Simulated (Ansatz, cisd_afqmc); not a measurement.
System: SnI, charge 0, doublet. SnI (SMILES [Sn][I], doublet).
B3LYP-D3(BJ)/def2-TZVP minimum from Ansatz (a quantum-chemistry and plane-wave program):
```
Sn
I 1 2.7470
```
Charge 0, spin multiplicity 2.

Total energies in def2-SVP, 11 correlated electrons, 18 frozen orbitals. Radicals and triplets start from unrestricted determinants; spin-orbit coupling is neglected. Cores are frozen in correlated methods (noble-gas shells, and filled d and f shells in the p block). Past Kr the def2 sets carry scalar-relativistic core potentials. The Monte Carlo rows (phaseless AFQMC, CISD trial, step 0.005/hartree) carry one-sigma bars that omit the constraint's bias. Outlying blocks are dropped, and bars are widened where a walk drifts. Over all cases where full CI ran beside it in this data, AFQMC minus full CI had a median of +0.1 mEh and passed +0.4 mEh in a tenth of the cases. Spin-orbit terms, left out, reach several kcal/mol for Br and I, and more for heavier atoms. The spin of ISn ([Sn][I], doublet) was assumed, and the state is the lowest solution found for it.

| method | program | energy (Eh) | minus CCSDTQ (mEh) |
|---|---|---|---|
| HF | Ansatz | -510.05173 | 168.22 |
| MP2 | Ansatz | -510.19331 | 26.64 |
| CCSD | Ansatz | -510.21435 | 5.60 |
| CCSD(T) | Ansatz | -510.21881 | 1.14 |
| CCSDT(Q) | Ansatz | -510.21999 | -0.04 |
| CCSDTQ | Ansatz | -510.21995 | 0.00 |
| AFQMC/CISD | cisd_afqmc | -510.2198 ± 0.0002 | 0.1 ± 0.2 |

Rough core times of Ansatz's runs on a shared machine: CCSD(T) under 20 s, CCSDT(Q) 50 s, CCSDTQ 30 min.
